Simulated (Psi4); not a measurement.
Approach curve of the dimer H3Al ··· Cl- (SMILES [AlH3] and [Cl-]) (charge -1). Monomers: optimised at B3LYP-D3(BJ) (def2-TZVP), held rigid. Orientation: lowest of the rigid-body minima from ten starts at GFN2-xTB (searched outside a hard wall at short contacts). Only R, the distance of the centres of mass, is varied, so the lowest point isn't the relaxed dimer. The shortest distances reach bonding range, where SAPT0 and rigid monomers are unreliable.

Level of theory: SAPT0/jun-cc-pVDZ, frozen core run with Psi4.

Components in kJ/mol:

| R / Å | electrostatics | exchange | induction | dispersion | total |
|---|---|---|---|---|---|
| 1.99 | -454.26 | 659.54 | -200.37 | -61.62 | -56.70 |
| 2.19 | -318.18 | 398.18 | -161.84 | -43.18 | -125.02 |
| 2.36 | -237.07 | 258.27 | -129.42 | -31.90 | -140.12 |
| 2.62 | -155.37 | 132.08 | -87.70 | -20.14 | -131.12 |
| 2.91 | -102.20 | 62.09 | -54.85 | -12.16 | -107.12 |
| 3.16 | -74.63 | 32.41 | -36.39 | -7.95 | -86.57 |
| 3.72 | -41.84 | 7.65 | -15.34 | -3.20 | -52.73 |
| 4.42 | -23.80 | 1.26 | -6.22 | -1.10 | -29.86 |
| 5.43 | -12.66 | 0.10 | -2.35 | -0.28 | -15.19 |
| 6.72 | -6.70 | 0.00 | -0.96 | -0.07 | -7.72 |
